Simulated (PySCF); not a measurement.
PBE on In⁻ (indium, charge -1), [Kr] 4d10 5s2 5p2, high-spin 3P determinant. Computed with PySCF 2.14 in aug-cc-pVTZ-PP with ECP28MDF (6s5p4d2f, 55 functions), with a scalar-relativistic core potential.

```
cycle= 1 E= -190.135261413324  delta_E= -0.0118  |g|= 0.0556  |ddm|= 0.688
cycle= 2 E= -190.135772833752  delta_E= -0.000511  |g|= 0.0432  |ddm|= 0.217
cycle= 3 E= -190.136529853823  delta_E= -0.000757  |g|= 0.00109  |ddm|= 0.0989
cycle= 4 E= -190.136528152817  delta_E= 1.7e-06  |g|= 0.0012  |ddm|= 0.00982
cycle= 5 E= -190.136531001955  delta_E= -2.85e-06  |g|= 6.85e-05  |ddm|= 0.00698
cycle= 6 E= -190.136531014085  delta_E= -1.21e-08  |g|= 2.99e-06  |ddm|= 0.000441
cycle= 7 E= -190.1365310141  delta_E= -1.47e-11  |g|= 1.78e-07  |ddm|= 1.44e-05
converged SCF energy = -190.1365310141  <S^2> = 2.0015583  2S+1 = 3.0010387
```

Highest occupied orbital energy: 1.216 eV; ⟨L²⟩ = 2.01; populations by l: s 4.00, p 8.00, d 10.00, f 0.00.

Problem. Can this result be used?

Solution. With care. The calculation finished and met its thresholds. Energies and moments cover only the electrons outside the core potential. At PBE the highest occupied level has a positive energy, so only the finite basis holds that electron; in a semilocal or global hybrid functional this comes from self-interaction and does not mean that the real anion is unbound.
